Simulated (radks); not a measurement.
Ionisation ladder of cerium, from Ce34+ to Ce57+ (ions without a valid solution omitted). Each ion is in the ground configuration listed by NIST, and IE = E(next ion) - E(this ion), with E = 0 for the bare nucleus. Method: scalar-relativistic Kohn-Sham, SCAN, spin-polarised, spherical densities, finite nucleus; open shells are filled with parallel spins first (spin-orbit coupling, left out, can overturn this in heavy ions); meta-GGA in the generalised Kohn-Sham scheme; Fermi nuclear charge, rms radius 4.8771 fm; computed with a radial shooting solver on a logarithmic mesh with Libxc functionals.

species  configuration  IE, Delta-SCF (eV)  <r> HOMO (bohr)  IE, NIST (eV)    kind  error (eV)
Ce34+         [Ar] 3d6              2276.3            0.236           2280  theory        -3.7
Ce35+         [Ar] 3d5              2403.6            0.232           2378  theory       +25.6
Ce36+         [Ar] 3d4              2499.7            0.230           2500  theory        -0.3
Ce37+         [Ar] 3d3              2596.6            0.228           2600  theory        -3.4
Ce38+         [Ar] 3d2              2694.0            0.225           2706  theory       -12.0
Ce39+         [Ar] 3d1              2792.0            0.223           2806  theory       -14.0
Ce40+             [Ar]              3128.0            0.250           3087  theory       +41.0
Ce41+     [Ne] 3s2 3p5              3214.0            0.249           3176  theory       +38.0
Ce42+     [Ne] 3s2 3p4              3297.9            0.247           3274  theory       +23.9
Ce43+     [Ne] 3s2 3p3              3419.5            0.245           3366  theory       +53.5
Ce48+             [Ne]              9186.7           0.0903           9020  theory      +166.7
Ce49+     [He] 2s2 2p5              9426.3           0.0896           9269  theory      +157.3
Ce52+     [He] 2s2 2p2             10255.9           0.0875          10542  theory      -286.1
Ce53+     [He] 2s2 2p1             10496.6           0.0869          10840  theory      -343.4
Ce56+             [He]               46971           0.0244        46840.3  theory      +131.0
Ce57+              1s1               48026           0.0242        47965.9  theory       +60.4

Reference values: NIST Atomic Spectra Database (exp. = measured, semi-emp. = semi-empirical, theory = theoretical value adopted there). The ionisation energy per charge of the ion left behind rises most, in proportion, at Ce56+ ([He]), from 194.38 to 824.06 eV. Open shells are spherical and high-spin; term and fine-structure splittings are not resolved. Spin-orbit splitting is averaged out at the scalar-relativistic level.
